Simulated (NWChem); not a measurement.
Molecule: C$_{4}$H$_{4}$F$_{2}$O; SMILES O1C(=C(F)CC1)F

```xyz
11

F     -1.0342     1.8101    -0.0345
C     -0.5578     0.5706    -0.0208
C      0.7257     0.2009     0.0117
F      1.8084     0.9289    -0.0013
O      0.9361    -1.1231     0.0804
C     -0.3492    -1.7247    -0.1452
C     -1.4112    -0.6465     0.1272
H     -0.3850    -2.0465    -1.1995
H     -0.4264    -2.6088     0.5002
H     -2.2375    -0.6979    -0.5987
H     -1.8533    -0.7146     1.1388
```
Atoms are numbered in this order, from 1.

All runs: NWChem. Medium grid unless said otherwise, to which SCAN and Minnesota functionals are sensitive. The geometry was optimised at PBE0/def2-SVP.

Task: Among these, which level gives the highest value of “dipole (D)”?
A. M06-2X/def2-SVP
B. TPSSh/def2-SVP
C. B3LYP/def2-SVP
D. CAM-B3LYP/def2-SVP

Result: A, M06-2X/def2-SVP. Values: TPSSh/def2-SVP 2.64; B3LYP/def2-SVP 2.65; CAM-B3LYP/def2-SVP 2.74; M06-2X/def2-SVP 2.87
